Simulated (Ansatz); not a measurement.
```xyz
8

F    -2.279    0.112   -1.222
Sn   -1.874    0.106    0.663
O     0.071    0.256    0.666
Si    1.337   -0.377   -0.163
H    -2.463    1.621    1.290
H     2.502   -0.472    0.754
H     1.692    0.492   -1.315
H     1.014   -1.739   -0.672
```

The species carries charge 0 and has multiplicity 2. Sn: def2 effective core potential.

List the PBE/def2-TZVPP orbital energies in eV (Ansatz 0.2.0). (Estimate.)

Ansatz gave: α occupied: -1779.94, -658.93, -510.42, -137.61, -134.04, -94.38, -94.32, -94.32, -90.03, -89.97, -89.92, -28.58, -26.83, -26.44, -26.40, -26.36, -25.90, -23.79, -13.91, -12.31, -10.25, -9.94, -9.42, -9.13, -8.94, -8.75, -7.63, -7.36, -6.00. α empty: -1.49, -1.34, -0.09, 0.26, 1.03, 1.09, 1.27, 1.79. β occupied: -1779.94, -658.87, -510.35, -137.61, -134.00, -94.38, -94.32, -94.32, -89.95, -89.95, -89.90, -28.47, -26.73, -26.32, -26.30, -26.30, -25.79, -23.64, -13.76, -12.12, -10.12, -9.66, -9.29, -8.96, -8.85, -8.59, -7.49, -7.30. β empty: -4.96, -1.20, -1.08, 0.25, 0.60, 1.06, 1.13, 1.38. ⟨S²⟩ = 0.753.
